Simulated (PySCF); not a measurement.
OPb, SMILES [Pb]=[O] (connectivity only; charge and spin as stated), neutral, multiplicity 1.

The structure is a stationary point at B3LYP-D3(BJ)/def2-TZVP. The def2 effective core potentials stand for the cores of Pb; spin–orbit coupling is left out.

Calculation: PySCF with TDA-PBE/def2-TZVPD.

Vertical excitations; the highest root listed may be one member of a degenerate set. Gas-phase values at a fixed geometry. State labels are in the subgroup C2v.

Computed lowest excited states:
```json
[
 {"state": "S1", "symmetry": "A2", "energy (eV)": "3.30", "λ (nm)": "375", "f": "0.000", "main pairs": "HOMO−2→LUMO+1 50 %, HOMO−1→LUMO 50 %"},
 {"state": "S2", "symmetry": "B2", "energy (eV)": "3.53", "λ (nm)": "351", "f": "0.023", "main pairs": "HOMO→LUMO+1 (degenerate set)"},
 {"state": "S3", "symmetry": "B1", "energy (eV)": "3.53", "λ (nm)": "351", "f": "0.023", "main pairs": "HOMO→LUMO (degenerate set)"},
 {"state": "S4", "symmetry": "A2", "energy (eV)": "3.57", "λ (nm)": "347", "f": "0.000", "main pairs": "HOMO−1→LUMO, HOMO−2→LUMO+1 (degenerate set)"},
 {"state": "S5", "symmetry": "A1", "energy (eV)": "3.57", "λ (nm)": "347", "f": "0.000", "main pairs": "HOMO−1→LUMO+1, HOMO−2→LUMO (degenerate set)"},
 {"state": "S6", "symmetry": "A1", "energy (eV)": "5.15", "λ (nm)": "241", "f": "0.000", "main pairs": "HOMO→LUMO+2 51 %, HOMO−2→LUMO 23 %, HOMO−1→LUMO+1 23 %"},
 {"state": "S7", "symmetry": "B2", "energy (eV)": "5.87", "λ (nm)": "211", "f": "0.012", "main pairs": "HOMO−1→LUMO+2 (degenerate set)"},
 {"state": "S8", "symmetry": "B1", "energy (eV)": "5.87", "λ (nm)": "211", "f": "0.012", "main pairs": "HOMO−2→LUMO+2 (degenerate set)"},
 {"state": "S9", "symmetry": "B2", "energy (eV)": "6.22", "λ (nm)": "199", "f": "0.093", "main pairs": "HOMO−1→LUMO+3 (degenerate set)"},
 {"state": "S10", "symmetry": "B1", "energy (eV)": "6.22", "λ (nm)": "199", "f": "0.093", "main pairs": "HOMO−2→LUMO+3 (degenerate set)"},
 {"state": "T1", "symmetry": "A1", "energy (eV)": "2.54", "λ (nm)": "488", "f": "0", "main pairs": "HOMO−1→LUMO+1 50 %, HOMO−2→LUMO 50 %"},
 {"state": "T2", "symmetry": "A2", "energy (eV)": "2.83", "λ (nm)": "438", "f": "0", "main pairs": "HOMO−2→LUMO+1, HOMO−1→LUMO (degenerate set)"},
 {"state": "T3", "symmetry": "A1", "energy (eV)": "2.83", "λ (nm)": "438", "f": "0", "main pairs": "HOMO−2→LUMO, HOMO−1→LUMO+1 (degenerate set)"},
 {"state": "T4", "symmetry": "B2", "energy (eV)": "2.92", "λ (nm)": "424", "f": "0", "main pairs": "HOMO→LUMO+1 99 %"}
]
```
Triplets are in the Tamm–Dancoff approximation.
